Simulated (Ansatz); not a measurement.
Relaxation of ClGaH$_{4}$N$_{2}$ (8 atoms, charge 0, multiplicity 1), to a largest force component of 0.02 eV/Å in at most 40 steps.

All numbers below come from RKS PBE-D4/def2-SVP in Ansatz.

```xyz
8
Properties=species:S:1:pos:R:3
Ga 0.000 0.000 0.000
N 0.000 0.000 1.930
H -0.877 -0.271 2.460
H 0.877 0.271 2.460
Cl 1.940 0.000 -1.120
N -1.671 0.000 -0.965
H -2.340 -0.816 -0.866
H -1.920 0.816 -1.594
```

Question: Where does it end, and by what steps?

Answer: It converged. After 7 steps the energy has fallen by 0.765 eV; H8 moved furthest, 0.88 Å.

```tsv
step	energy less start (eV)	largest force component (eV/Å)	accepted
0	0.0000	1.526	yes
1	-0.4733	1.075	yes
2	-0.5897	1.813	yes
3	-0.6828	0.532	yes
4	-0.7411	0.234	yes
5	-0.7613	0.095	yes
6	-0.7623	0.080	yes
7	-0.7647	0.012	yes
```

```xyz
8
Properties=species:S:1:pos:R:3
Ga -0.107 0.078 0.064
N 0.002 -0.266 1.852
H -0.803 -0.079 2.454
H 0.872 -0.027 2.334
Cl 1.750 0.438 -1.000
N -1.653 0.144 -0.904
H -2.475 -0.367 -0.573
H -1.579 0.078 -1.922
```

The run took 19 s on 2 threads of Intel(R) Xeon(R) Platinum 8259CL CPU @ 2.50GHz (Skylake/Cascade Lake), on a shared host, peak memory 0.16 GiB.
